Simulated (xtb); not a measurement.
Job for xtb: GFN1-xTB on CH6BNO (SMILES CNBO), a point of a torsion scan.

```
$ xtb mol.xyz --gfn 1 --sp --chrg 0 --uhf 0
10

C     -0.83124998     0.68010555     0.16678268
N     -0.75597953    -0.76320368     0.19704647
B     -1.40252167    -1.59950002     1.10521560
O     -2.18453781    -1.03109471     2.06704691
H      0.15871264     1.12773377     0.29570648
H     -1.47501784     1.00239377     0.98063735
H     -1.25053359     1.03195969    -0.78063130
H     -0.17131262    -1.14748271    -0.52744769
H     -1.25214908    -2.76667874     1.01243834
H     -2.60047796    -1.65238322     2.65949995
```

Program output:

```
[...]
           -------------------------------------------------
          |                Calculation Setup                |
           -------------------------------------------------



           -------------------------------------------------
          |                 G F N 1 - x T B                 |
           -------------------------------------------------

        Reference                      10.1021/acs.jctc.7b00118
      * Hamiltonian:
        H0-scaling (s, p, d)           1.850000    2.250000    2.000000
        zeta-weighting                 0.000000
      * Dispersion:
        s8                             2.400000
        a1                             0.630000
        a2                             5.000000
        s9                             0.000000
      * Repulsion:
        kExp                           1.500000
        rExp                           1.000000
      * Coulomb:
        alpha                          2.000000
        third order                    atomic
        anisotropic                    false
      * Halogen bond correction:
        rad-scale                      1.300000
        damping                        0.440000


          ...................................................
          :                      SETUP                      :
          :.................................................:
          :  # basis functions                  28          :
          :  # atomic orbitals                  28          :
          :  # shells                           20          :
          :  # electrons                        24          :
          :  # halogen bonds                     0          :
          :  max. iterations                   250          :
          :  Hamiltonian                  GFN1-xTB          :
          :  restarted?                      false          :
          :  GBSA solvation                  false          :
          :  PC potential                    false          :
          :  electronic temp.          300.0000000     K    :
          :  accuracy                    1.0000000          :
          :  -> integral cutoff          0.2500000E+02      :
          :  -> integral neglect         0.1000000E-07      :
          :  -> SCF convergence          0.1000000E-05 Eh   :
          :  -> wf. convergence          0.2000000E-04 e    :
          :  Broyden damping             0.4000000          :
          :  net charge                          0          :
          :  unpaired electrons                  0          :
          ...................................................

 iter      E             dE          RMSdq      gap      omega  full diag
   1    -14.8280032 -0.148280E+02  0.770E+00    6.64       0.0  T
   2    -14.8611109 -0.331077E-01  0.452E+00    6.82       1.0  T
   3    -14.8606042  0.506693E-03  0.999E-01    6.29       1.0  T
   4    -14.8615457 -0.941544E-03  0.664E-01    6.92       1.0  T
   5    -14.8644857 -0.293998E-02  0.156E-01    6.67       1.0  T
   6    -14.8646642 -0.178489E-03  0.270E-02    6.58       1.2  T
   7    -14.8646677 -0.352553E-05  0.137E-02    6.60       2.3  T
   8    -14.8646690 -0.127894E-05  0.344E-03    6.59       9.2  T
   9    -14.8646691 -0.817945E-07  0.188E-04    6.59     168.6  T
  10    -14.8646691 -0.156072E-09  0.149E-04    6.59     211.5  T

   *** convergence criteria satisfied after 10 iterations ***

         #    Occupation            Energy/Eh            Energy/eV
      -------------------------------------------------------------
         1        2.0000           -0.7589952             -20.6533
       ...           ...                  ...                  ...
         6        2.0000           -0.5426688             -14.7668
         7        2.0000           -0.5330558             -14.5052
         8        2.0000           -0.5234217             -14.2430
         9        2.0000           -0.5188298             -14.1181
        10        2.0000           -0.4813580             -13.0984
        11        2.0000           -0.4415995             -12.0165
        12        2.0000           -0.3990032             -10.8574 (HOMO)
        13                         -0.1567581              -4.2656 (LUMO)
        14                         -0.1222364              -3.3262
        15                         -0.1037105              -2.8221
        16                         -0.0841290              -2.2893
        17                         -0.0600761              -1.6348
       ...                                ...                  ...
        28                          0.6060788              16.4922
      -------------------------------------------------------------
                  HL-Gap            0.2422451 Eh            6.5918 eV
             Fermi-level           -0.2778807 Eh           -7.5615 eV

 SCC (total)                   0 d,  0 h,  0 min,  0.016 sec
 SCC setup                      ...        0 min,  0.000 sec (  1.328%)
 Dispersion                     ...        0 min,  0.000 sec (  0.604%)
 classical contributions        ...        0 min,  0.000 sec (  0.207%)
 integral evaluation            ...        0 min,  0.004 sec ( 24.009%)
 iterations                     ...        0 min,  0.004 sec ( 25.072%)
 molecular gradient             ...        0 min,  0.007 sec ( 46.551%)
 printout                       ...        0 min,  0.000 sec (  2.017%)

         :::::::::::::::::::::::::::::::::::::::::::::::::::::
         ::                     SUMMARY                     ::
         :::::::::::::::::::::::::::::::::::::::::::::::::::::
         :: total energy             -14.710058070171 Eh    ::
         :: gradient norm              0.017207114710 Eh/a0 ::
         :: HOMO-LUMO gap              6.591824618055 eV    ::
         ::.................................................::
         :: SCC energy               -14.864669095260 Eh    ::
         :: -> electrostatic           0.055514567715 Eh    ::
         :: repulsion energy           0.156944734667 Eh    ::
         :: dispersion energy         -0.002333709578 Eh    ::
         :: halogen bond corr.         0.000000000000 Eh    ::
         :: add. restraining           0.000000000000 Eh    ::
         :: total charge              -0.000000000000 e     ::
         :::::::::::::::::::::::::::::::::::::::::::::::::::::

           -------------------------------------------------
          |                Property Printout                |
           -------------------------------------------------

    * Orbital Energies and Occupations

         #    Occupation            Energy/Eh            Energy/eV
      -------------------------------------------------------------
         1        2.0000           -0.7589952             -20.6533
         2        2.0000           -0.7459206             -20.2975
         3        2.0000           -0.6244224             -16.9914
         4        2.0000           -0.6193229             -16.8526
         5        2.0000           -0.5618102             -15.2876
         6        2.0000           -0.5426688             -14.7668
         7        2.0000           -0.5330558             -14.5052
         8        2.0000           -0.5234217             -14.2430
         9        2.0000           -0.5188298             -14.1181
        10        2.0000           -0.4813580             -13.0984
        11        2.0000           -0.4415995             -12.0165
        12        2.0000           -0.3990032             -10.8574 (HOMO)
        13                         -0.1567581              -4.2656 (LUMO)
        14                         -0.1222364              -3.3262
        15                         -0.1037105              -2.8221
Note: The following floating-point exceptions are signalling: IEEE_DENORMAL
normal termination of xtb
        16                         -0.0841290              -2.2893
        17                         -0.0600761              -1.6348
        18                         -0.0470182              -1.2794
        19                         -0.0396711              -1.0795
        20                          0.1108164               3.0155
        21                          0.2323949               6.3238
        22                          0.2714364               7.3862
        23                          0.2784052               7.5758
       ...                                ...                  ...
        28                          0.6060788              16.4922
      -------------------------------------------------------------
                  HL-Gap            0.2422451 Eh            6.5918 eV
             Fermi-level           -0.2778807 Eh           -7.5615 eV

  Mulliken/CM5 charges         n(s)   n(p)   n(d)
     1C     0.06668 -0.01665   0.972  2.961  0.000
     2N    -0.40622 -0.70588   1.431  3.975  0.000
     3B     0.43134  0.26824   0.830  1.739  0.000
     4O    -0.57118 -0.72089   1.676  4.895  0.000
     5H     0.01413  0.07456   0.986  0.000  0.000
     6H     0.04453  0.11397   0.955  0.000  0.000
     7H     0.01416  0.07459   0.986  0.000  0.000
     8H     0.19431  0.39476   0.806  0.000  0.000
     9H    -0.12494 -0.00525   1.125  0.000  0.000
    10H     0.33719  0.52257   0.663  0.000  0.000

Wiberg/Mayer (AO) data.
largest (>0.10) Wiberg bond orders for each atom

 ---------------------------------------------------------------------------
     #   Z sym  total        # sym  WBO       # sym  WBO       # sym  WBO
 ---------------------------------------------------------------------------
     1   6 C    3.970 --     6 H    0.987     5 H    0.987     7 H    0.987
                             2 N    0.978
     2   7 N    3.268 --     3 B    1.277     1 C    0.978     8 H    0.937
     3   5 B    3.368 --     2 N    1.277     4 O    1.106     9 H    0.934
     4   8 O    2.072 --     3 B    1.106    10 H    0.875
     5   1 H    1.009 --     1 C    0.987
     6   1 H    1.009 --     1 C    0.987
     7   1 H    1.009 --     1 C    0.987
     8   1 H    0.970 --     2 N    0.937
     9   1 H    0.982 --     3 B    0.934
    10   1 H    0.903 --     4 O    0.875
 ---------------------------------------------------------------------------

Topologies differ in total number of bonds
Writing topology from bond orders to xtbtopo.mol

 dipole moment from electron density (au)
     X       Y       Z
   0.1359  -0.3270  -0.1489  total (Debye):    0.976


           -------------------------------------------------
          | TOTAL ENERGY              -14.710058070171 Eh   |
          | GRADIENT NORM               0.017207114710 Eh/α |
          | HOMO-LUMO GAP               6.591824618055 eV   |
           -------------------------------------------------

------------------------------------------------------------------------
------------------------------------------------------------------------
 total:
 SCF:
```

The run finished.

Cost: around 0.06 core-seconds (rough).
